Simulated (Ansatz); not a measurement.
CH2BrFO2Si (`O=CO[SiH](F)Br`), relaxed with RKS PBE-D4/def2-SVP in the Gaussian-basis code of Ansatz from a rough embedded geometry. The force threshold is 0.03 eV/Å; the program also tests the step.

Total charge 0; spin multiplicity 1.

Start:

```xyz
8

O    -0.740   -1.493    1.206
C    -0.474   -1.457    0.030
O    -0.064   -0.403   -0.722
Si    0.226    1.033   -0.180
F     0.216    2.121   -1.342
Br    2.234    1.106    0.829
H    -0.575   -2.376   -0.622
H    -0.823    1.468    0.802
```

Question: By how much does the energy fall, and how many steps does the optimiser take? (Estimate.)

Answer: Ansatz gave: 0.46 eV, in 9 steps.

Question: Which bonds change most? (An estimate is asked.)

Answer: Ansatz gave: O3–Si4 from 1.562 to 1.714 Å; Si4–Br6 from 2.248 to 2.205 Å; Si4–F5 from 1.592 to 1.623 Å; Si4–H8 from 1.502 to 1.485 Å.

Question: Give the relaxed structure. (An estimate is asked.)

Answer: Computed: 
```xyz
8

O    -0.503   -1.435    1.202
C    -0.457   -1.485   -0.006
O    -0.131   -0.438   -0.804
Si    0.203    1.084   -0.090
F     0.284    2.060   -1.384
Br    2.170    1.058    0.905
H    -0.674   -2.391   -0.625
H    -0.891    1.547    0.802
```
